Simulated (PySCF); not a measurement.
## Relaxation of singlet [TiI3]+

Level of theory: PySCF, B3LYP, basis Ti def2-SVP, I def2-SVP with ECP28 (scalar-relativistic core potentials, no spin–orbit coupling, density fitting). A (50,194) grid was used.

A hand-made trigonal pyramidal start, of C3v symmetry, held to at least that symmetry:

```xyz
4
charge 1 multiplicity 1, angstrom
Ti    0.0000    0.0000   -1.0992
I     2.3276    0.0000    0.1384
I    -1.1638    2.0158    0.1384
I    -1.1638   -2.0158    0.1384
```

Optimiser trace:
| step | E − E(last) (kJ/mol) | largest gradient (Eh/bohr) |
| --- | --- | --- |
| 0 | 55.87 | 0.05505 |
| 1 | 19.22 | 0.03053 |
| 2 | 3.18 | 0.00372 |
| 3 | 1.51 | 0.00307 |
| 4 | 0.01 | 0.00043 |
| 5 | 0.00 | 0.00012 |

It ends at C3v with Ti–I 2.488 Å (×3); I–Ti–I 111.8° (×3) (after a last refinement on a finer grid). A frequency run shows a minimum. Other isomers or separated fragments may lie lower.

The relaxation took 67 s on 2 threads of a shared Intel Xeon @ 2.70GHz host, with 109 basis functions and 6 gradients; the process peaked at 0.72 GiB.
